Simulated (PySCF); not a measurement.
From a computed spectrum to the compound

A species of 3 atoms with charge 0 has these harmonic modes (PBE0, small Gaussian bases with core potentials, PySCF 2.14.0):

```csv
cm⁻¹,km/mol,symmetry
40,23.9,a1
284,6.2,a1
305,90.7,b2
```

Task: Which species is it, and in which structure?

Result: DyCl2 (singlet in the valence; each metal's 4f electrons, 10 of them, lie in its core potential, out of spins and levels):
```xyz
3

Dy    0.0000    0.0000   -0.2333
Cl    2.4707    0.0000    0.5468
Cl   -2.4707    0.0000    0.5468
```
Ideal gas at 298.15 K and 1 bar: S = 331.9 J/(mol K), Cp = 55.6 J/(mol K), H − H(0 K) = 14.4 kJ/mol (rigid rotor, harmonic modes, spin degeneracy alone, that of the 4f electrons in the core included; the modes under 60 cm⁻¹ make these uncertain). An lcecp potential fixes the number of 4f electrons, so in runs with it no electron can move into or out of that shell; real Dy(II) is rare or takes another configuration.
 This is one of several that fit.
